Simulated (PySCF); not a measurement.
Input of a run (PBE0-D3(BJ)/def2-SVP geometry optimisation, gas phase (PySCF 2.14.0)), started from GFN2-xTB:
```
{"job": {"xc": "PBE0", "basis": "def2-SVP", "d3": "d3bj", "grid": 1, "shake": 0.01, "kind": "geom"}, "charge": 0, "multiplicity": 1}
Cl     1.478610     1.839600    -1.382560
Ge     1.638260     0.338630     0.017290
O      0.072930    -0.378530     0.294070
Ge    -1.597790    -0.456830     0.075320
H      2.081400     0.883340     1.344080
H      2.502660    -0.773820    -0.504100
H     -2.038370    -1.484930     1.088360
H     -2.191750     0.904930     0.349080
H     -1.888140    -0.889560    -1.315250
```

Output (energies in Eh, forces in Eh/bohr):
```
step   0  E = -4691.01291740  max force = 0.049434
step   1  E = -4691.02293168  max force = 0.024121
step   2  E = -4691.02455196  max force = 0.008988
step   3  E = -4691.02526824  max force = 0.004812
step   4  E = -4691.02581879  max force = 0.009709
step   5  E = -4691.02317580  max force = 0.026969
step   6  E = -4691.02631988  max force = 0.014734
step   7  E = -4691.02669393  max force = 0.006471
step   8  E = -4691.02673316  max force = 0.001295
step   9  E = -4691.02678387  max force = 0.000558
step  10  E = -4691.02678675  max force = 0.000360
optimisation converged
```

Summarise the run.

The energy falls by 8.7 kcal/mol over 11 energy and gradient evaluations, the largest force component goes from 0.0494 to 3.6e-04 Eh/bohr, and the atoms move by 0.287 Å rms after alignment. The bond that changes most is Cl1–Ge2 (ends: chlorine bonded to Ge; germanium bonded to Cl, O and 2 H), which lengthens by 0.112 Å. Bonds longer at the end by more than 0.005 Å: 8 of 8; shorter: 0. Among the angles that change most is Ge2–O3–Ge4, from 152.6° to 129.8°. The energy rose by more than 1e-6 Eh at step 5. The first step brought 72 % of the lowering.

What are the final bond lengths?

Cl1–Ge2 2.171 Å, Ge2–O3 1.755 Å, O3–Ge4 1.791 Å, Ge2–H5 1.533 Å, Ge2–H6 1.533 Å, Ge4–H7 1.535 Å, Ge4–H8 1.538 Å, Ge4–H9 1.538 Å. Numbering counts from 1 in the input's order; the species is `[Cl][GeH2][O][GeH3]`.

The run used 121 basis functions and 75 SCF cycles in all. Hardware: one thread, Arm Neoverse V1 (aarch64) (shared host). Cost: 86 s wall, 0.50 GiB resident at most.

Stationary, but not proved a minimum. The numbers are those of one conformer.

Shape of the structure used: `[Cl:1][GeH2:2][O:3][GeH3:4]`: Cl1–Ge2–O3–Ge4 -5°.
